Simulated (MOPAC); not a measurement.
MOPAC input (PM6):

```
PM6 FORCE THERMO(298,298) PRECISE LET CHARGE=-1 GEO-OK AUX(PRECISION=9) THREADS=1
H4NO3Si

N    -0.50432669 1   -0.42908340 1    1.47795924 1
Si   -0.03562231 1   -0.04170704 1    0.13231048 1
O     1.54222637 1   -0.37764580 1   -0.22983828 1
O    -0.12374901 1    1.56517392 1   -0.24969268 1
O    -0.81796611 1   -0.72653212 1   -1.15284533 1
H    -0.81262551 1   -0.68510035 1    2.36314099 1
H     2.22352446 1   -0.75717324 1    0.21367377 1
H    -0.40204614 1    2.29951666 1    0.18519322 1
H    -1.49582634 1   -1.30680019 1   -1.24317364 1
```

Output:

```
 *******************************************************************************
 **                                                                           **
 **                              MOPAC v23.2.5                                **
 **                                                                           **
 *******************************************************************************
 ** MOPAC's Digital Object Identifier: https://doi.org/10.5281/zenodo.6511958 **
 **                                                                           **
 ** Please cite the open-source release paper for use of this MOPAC version:  **
 ** J. E. Moussa and J. J. P. Stewart (2026)                                  **
 ** MOPAC: An open-source semiempirical molecular orbital program             **
 ** J. Open Source Softw., 11(119), 8025, https://doi.org/10.21105/joss.08025 **
 *******************************************************************************

                              PM6 CALCULATION RESULTS

 *******************************************************************************
 *  PM6        - The PM6 Hamiltonian to be used
 *  GEO-OK     - OVERRIDE INTERATOMIC DISTANCE AND OTHER SAFETY CHECKS
 *
 *
 *
 *                 CHARGE ON SYSTEM = -1
 *
 *
 *
 *  LET        - OVERRIDE SOME SAFETY CHECKS
 *  PRECISE    - TIGHTER CRITERIA TO BE USED
 *  FORCE      - FORCE CALCULATION SPECIFIED
 *  AUX        - OUTPUT AUXILIARY INFORMATION
 *  THERMO     - THERMODYNAMIC QUANTITIES TO BE CALCULATED
 *******************************************************************************
PM6 FORCE THERMO(298,298) PRECISE LET CHARGE=-1 GEO-OK AUX(PRECISION=9) THREADS=1
 H4NO3Si

   ATOM   CHEMICAL          X               Y               Z
  NUMBER   SYMBOL      (ANGSTROMS)     (ANGSTROMS)     (ANGSTROMS)

     1       N         -0.50432669  *  -0.42908340  *   1.47795924  *
     2      Si         -0.03562231  *  -0.04170704  *   0.13231048  *
     3       O          1.54222637  *  -0.37764580  *  -0.22983828  *
     4       O         -0.12374901  *   1.56517392  *  -0.24969268  *
     5       O         -0.81796611  *  -0.72653212  *  -1.15284533  *
     6       H         -0.81262551  *  -0.68510035  *   2.36314099  *
     7       H          2.22352446  *  -0.75717324  *   0.21367377  *
     8       H         -0.40204614  *   2.29951666  *   0.18519322  *
     9       H         -1.49582634  *  -1.30680019  *  -1.24317364  *

          CARTESIAN COORDINATES

    NO.       ATOM           X           Y           Z

     1         N         -0.5043     -0.4291      1.4780
     2        Si         -0.0356     -0.0417      0.1323
     3         O          1.5422     -0.3776     -0.2298
     4         O         -0.1237      1.5652     -0.2497
     5         O         -0.8180     -0.7265     -1.1528
     6         H         -0.8126     -0.6851      2.3631
     7         H          2.2235     -0.7572      0.2137
     8         H         -0.4020      2.2995      0.1852
     9         H         -1.4958     -1.3068     -1.2432
[...]
 FORCE CONSTANT      3.1536

 VIBRATION         17   17A          ATOM PAIR     ENERGY CONTRIBUTION    RADIAL
 FREQUENCY          1119.46         N 1 -- Si2         +52.4% (106.4%)    100.0%
 TRANSITION DIPOLE   3.6188         N 1 -- H 6         +15.3% ( 57.6%)    100.0%
 TRAVEL (Ang.)       0.0819         Si2 -- O 5         +10.6% ( 47.9%)     27.0%
 REDUCED MASS        8.9747         Si2 -- O 3         +10.6% ( 47.9%)     26.9%
 EFFECTIVE MASS     20.6644         Si2 -- O 4         +10.6% ( 47.9%)     26.7%
 FORCE CONSTANT      6.6265

 VIBRATION         18   18A          ATOM PAIR     ENERGY CONTRIBUTION    RADIAL
 FREQUENCY          2446.18         O 5 -- H 9         +62.3% ( 79.1%)     97.6%
 TRANSITION DIPOLE   1.7358         O 3 -- H 7         +33.4% ( 58.0%)     97.6%
 TRAVEL (Ang.)       0.2396         O 4 -- H 8          +3.8% ( 19.7%)     97.6%
 REDUCED MASS        0.4803         Si2 -- O 5          +0.2% (  4.9%)     61.8%
 EFFECTIVE MASS      1.3140
 FORCE CONSTANT      1.6934

 VIBRATION         19   19A          ATOM PAIR     ENERGY CONTRIBUTION    RADIAL
 FREQUENCY          2446.41         O 4 -- H 8         +61.5% ( 78.6%)     97.6%
 TRANSITION DIPOLE   1.7317         O 3 -- H 7         +33.0% ( 57.6%)     97.6%
 TRAVEL (Ang.)       0.2424         O 5 -- H 9          +5.1% ( 22.6%)     97.6%
 REDUCED MASS        0.4690         Si2 -- O 4          +0.2% (  4.8%)     60.7%
 EFFECTIVE MASS      1.3141
 FORCE CONSTANT      1.6540

 VIBRATION         20   20A          ATOM PAIR     ENERGY CONTRIBUTION    RADIAL
 FREQUENCY          2458.17         O 4 -- H 8         +34.2% ( 58.4%)     97.4%
 TRANSITION DIPOLE   0.0228         O 3 -- H 7         +33.1% ( 57.5%)     97.4%
 TRAVEL (Ang.)       0.2943         O 5 -- H 9         +32.1% ( 56.6%)     97.4%
 REDUCED MASS        0.3168         Si2 -- O 4          +0.2% (  4.1%)     84.8%
 EFFECTIVE MASS      1.3422
 FORCE CONSTANT      1.1278

 VIBRATION         21   21A          ATOM PAIR     ENERGY CONTRIBUTION    RADIAL
 FREQUENCY          2916.64         N 1 -- H 6         +98.9% (100.0%)    100.0%
 TRANSITION DIPOLE   0.7499         N 1 -- Si2          +1.1% ( 10.4%)    100.0%
 TRAVEL (Ang.)       0.1568
 REDUCED MASS        0.9403
 EFFECTIVE MASS      1.4721
 FORCE CONSTANT      4.7129

      SYMMETRY NUMBER FOR POINT-GROUP C1  =  1

          SYSTEM IS A GROUND STATE

 H4NO3Si

          MOLECULE IS NOT LINEAR

          THERE ARE 21 GENUINE VIBRATIONS IN THIS SYSTEM
          THIS THERMODYNAMICS CALCULATION IS LIMITED TO
          MOLECULES WHICH HAVE NO INTERNAL ROTATIONS

                    CALCULATED THERMODYNAMIC PROPERTIES
                                          *
   TEMP. (K)   PARTITION FUNCTION   H.O.F.    ENTHALPY  HEAT CAPACITY ENTROPY
                                   KCAL/MOL   CAL/MOLE    CAL/K/MOL  CAL/K/MOL

 298.00  VIB.     0.3553D+02                  3228.1035    21.7612    17.9278
         ROT.     0.1027D+06                   888.2803     2.9808    25.9116
         INT.     0.3648D+07                  4116.3838    24.7420    43.8394
         TRA.     0.8828D+27                  1480.4672     4.9680    39.5352
         TOT.                     -258.851    5596.8510    29.7100    83.3746

   *: NOTE: HEATS OF FORMATION ARE RELATIVE TO THE
            ELEMENTS IN THEIR STANDARD STATE AT 298K
              (=  Standard Enthalpy of Formation).

            Hvib:  Zero-point energy is not included.
                   frequencies of less than zero cm-1 are not included.
            Hrot = (3/2)RT
            Htra = (3/2)RT + pV = (5/2)RT

            Heat capacity is Cp, not Cv

          For more information, see: HTTP://OpenMOPAC.net/Manual/thermochemistry.html

           FORCE CONSTANT IN CARTESIAN COORDINATES (Millidynes/A)

    ATOM   CHEMICAL       X               Y               Z
   NUMBER   SYMBOL  FORCE CONSTANT  FORCE CONSTANT  FORCE CONSTANT

      1       N       10.811400        0.874774        0.876029
      2      Si       10.136954        6.676576        6.677071
      3       O        0.986024        5.705150        0.363125
      4       O        0.992383        1.695666        4.369107
      5       O        0.982925        1.704632        4.365784
      6       H        4.732331        0.218881        0.218331
      7       H        0.225862        3.318835        0.059187
      8       H        0.232151        0.871628        2.501824
      9       H        0.222287        0.879040        2.501223

 **********************
 *                    *
 * JOB ENDED NORMALLY *
 *                    *
 **********************

 == MOPAC DONE ==
```

The dipole moment of an ion depends on the origin.
